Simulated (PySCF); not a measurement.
Identify the compound

An unknown has the formula C7H5FO2. Its calculated NMR data are:

1H NMR (400 MHz, computed): δ 8.25 (dd, J = 9.8, 5.1 Hz, 2H), 7.09 (dd, J = 9.8, 8.7 Hz, 2H), 5.74 (br s, 1H).

13C{1H} NMR (computed): δ 175.9 (d, J = 324.7 Hz), 168.4, 140.0 (d, J = 7.2 Hz, 2C), 128.6, 120.6 (d, J = 19.6 Hz, 2C).

[PySCF: shieldings: GIAO B3LYP/pcSseg-1; couplings computed with B3LYP/pcJ-1 (spin–dipole term only in couplings to heteroatoms); coordinates at the PBE0-D3(BJ)/def2-SVP level; isolated molecule; a single conformation; non-relativistic; one averaged value for each set of equivalent atoms]

Chemical shifts δ = σref − σ; 1H, 13C vs TMS, all at this level.

Problem. What is the structure?

Solution. 
- The formula gives 5 degrees of unsaturation (1 ring in the answer).
- 5 carbon signals for 7 carbons: some carbons are equivalent by symmetry or fast rotation.
- Carbon types of the structure: 3 × C, 4 × CH, leaving 1 H on heteroatoms.
- δC 175.9: aromatic carbon bearing fluorine; the electronegative substituent deshields the carbon that carries it.
- δC 168.4: carboxylic acid carbon; it is a carbonyl in resonance with an O or N lone pair, the region of acids, esters and amides.
- δC 140.0, 120.6: aromatic CH.
- δC 128.6: substituted aromatic carbon.
- δH 8.25, 7.09: hydrogen on an aromatic CH.
- δH 5.74: hydrogen on an acid hydroxyl oxygen; labile proton, position sensitive to the medium.
- The protons at 8.25 and 7.09 share a coupling of 9.8 Hz (vicinal, an ortho-type coupling).

The compound is `InChI=1S/C7H5FO2/c8-6-3-1-5(2-4-6)7(9)10/h1-4H,(H,9,10)`.

This is the structure that produced the data.

OH/NH shifts are gas-phase values; hydrogen bonding in solution moves them, usually downfield. C–F couplings over four or more bonds (about 3 Hz to the para carbon of a fluoroarene) are left out. Common functionals overestimate the size of one-bond C–F couplings by tens of Hz; these are unscaled. Multiplet labels drop couplings under 1 Hz and merge nearly equal ones. Couplings among chemically equivalent protons are left out too, so labels in AA′BB′ or AA′XX′ sets are apparent multiplicities. Unscaled 3J(H,H) at this level run about 10 % above measured values. Shifts are as computed. Against solution values, carbons near 30 ppm lie about +2 ppm off and those near 130 ppm about +6 ppm. Of 1211 compounds with measured shifts, 218 miss one by over three times the rms of a fit or turn the order of signals round; such compounds aren't used in these exercises. The C=O carbon of an acid or of an amide with N–H lies up to 10 ppm further downfield in solution, through hydrogen bonding that the calculation lacks.
